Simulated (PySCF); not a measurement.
**BeSi⁻ at UHF-CCSD(T)**

Computed with UHF-CCSD(T); Be aug-cc-pVDZ, Si aug-cc-pV(D+d)Z; no relativity (PySCF 2.14).

For BeSi⁻, the state is ⁴Σ⁻ (quartet), unpaired electrons σ ↑, π ↑↑. The bond length is 2.217 Å, the harmonic wavenumber is 495 cm⁻¹ and the force constant is 0.983 mdyn/Å. The rotational constant Be is 0.5032 cm⁻¹ and the anharmonicity ωexe is 6.40 cm⁻¹. The vibration–rotation constant αe is 0.00750 cm⁻¹ and the well depth De to Be + Si⁻ is 1.25 eV. The dissociation energy D0 is 1.22 eV.

Correlated steps freeze 5 core orbitals. Correlated levels converge slowly with the basis: in double zeta they bind strong bonds too weakly, by up to about 1 eV, and carry superposition errors of some tenths. For an ion De counts to the pair picked by the measured ionisation energies or electron affinities, which need not be the lowest pair at this level. The state is the lowest determinant that a PBE0 search found; another state may lie lower at other levels.
